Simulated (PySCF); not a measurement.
CH₅Si, SMILES [SiH2]C, multiplicity 2. Atoms are numbered in the order given.

```xyz
7

C     -1.2026     0.0293     0.0000
Si     0.6757    -0.1012     0.0000
H     -1.6283    -0.4495    -0.8849
H     -1.6283    -0.4495     0.8849
H     -1.5133     1.0797     0.0000
H      1.2628     0.5299    -1.2126
H      1.2628     0.5299     1.2126
```
Charge 0, spin multiplicity 2.

Coordinates come from a TPSSh-D3(BJ)/def2-TZVP optimisation. The isomer is the one that the SMILES or the coordinates give; other isomers of the formula were not compared.

Computed with PySCF 2.14.0 with TDA-CAM-B3LYP/def2-TZVPD.

Vertical excitations. Gas-phase values at a fixed geometry.

```csv
state,energy (eV),λ (nm),f,main pairs
root 1,4.75,261,0.040,α HOMO→LUMO 82 %
root 2,5.20,239,0.004,β HOMO→LUMO 95 %
root 3,5.25,236,0.008,β HOMO−1→LUMO 93 %
root 4,5.34,232,0.045,α HOMO→LUMO+1 93 %
root 5,5.60,221,0.071,α HOMO→LUMO+2 87 %
root 6,6.01,206,0.048,α HOMO→LUMO+3 87 %
root 7,6.83,182,0.047,α HOMO→LUMO+4 80 %
root 8,6.84,181,0.005,"α HOMO→LUMO+7 52 %, α HOMO→LUMO+5 40 %"
root 9,7.13,174,0.124,"α HOMO→LUMO+8 52 %, α HOMO→LUMO+6 38 %"
root 10,7.26,171,0.011,"α HOMO→LUMO+5 55 %, α HOMO→LUMO+7 35 %"
```
Unrestricted roots are not spin-pure.
